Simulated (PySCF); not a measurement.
Telling isomers of C3H13N3Si3 apart by NMR

How the numbers were obtained: structure optimised with GFN2-xTB, GIAO PBE0/pcSseg-1 shieldings, in PySCF 2.14.0 with density-fitted response routines (averaged over atoms made equivalent by symmetry, fast rotation or ring inversion, relativity neglected, in vacuum, one conformer).

References, each an isolated molecule treated in the same way: ¹H (σref 31.72) and ¹³C (σref 186.93) against TMS. Where no couplings were computed, multiplicities follow the n + 1 count of equivalent neighbours, and m marks all less simple cases (inequivalent or close neighbours, rings, F or P nearby). Shifts are as computed. Against solution values, carbons near 30 ppm lie about +3 ppm off and those near 130 ppm about +5 ppm. Of 1211 compounds with measured shifts, 218 miss one by over three times the rms of a fit or turn the order of signals round; such compounds aren't used in these exercises. OH and NH positions are gas-phase values without hydrogen bonding to other molecules.

(1) Tabulate the signals of `C1CC1[SiH]1N[SiH2]N[SiH2]N1`, `C1CC1N1[SiH2]N[SiH2]N[SiH2]1` and their relative energies.

(2) What is the quickest way to tell C1CC1[SiH]1N[SiH2]N[SiH2]N1 from C1CC1N1[SiH2]N[SiH2]N[SiH2]1?

Results:

(1) 
```tsv
SMILES	carbon types	δC	δH	E rel. (kcal/mol)
C1CC1[SiH]1N[SiH2]N[SiH2]N1	1×CH 2×CH2	1.4, -0.7	5.66 (m, 1H), 5.60 (m, 2H), 5.49 (m, 2H), 0.60 (m, 2H), 0.23 (m, 2H), -0.39 (m, 1H), -0.46 (br s, 2H), -0.50 (br s, 1H)	0.0
C1CC1N1[SiH2]N[SiH2]N[SiH2]1	1×CH 2×CH2	29.0, 5.8	5.45 (s, 2H), 5.31 (s, 4H), 2.07 (m, 1H), 0.57 (m, 2H), 0.56 (m, 2H), -0.49 (br s, 2H)	19.8
```

Energies are electronic energies at PBE0/pcSseg-1 on these geometries, without zero-point or thermal terms, each for the one conformer computed, which needn't be the lowest.

(2) Both give the same number of carbon signals, with the same numbers of each carbon type, so the positions decide. The first has a three-membered-ring carbon (CH) at -0.7 ppm, the second a three-membered-ring carbon (CH) at 29.0 ppm. Their most deshielded carbons lie at 1.4 and 29.0 ppm.
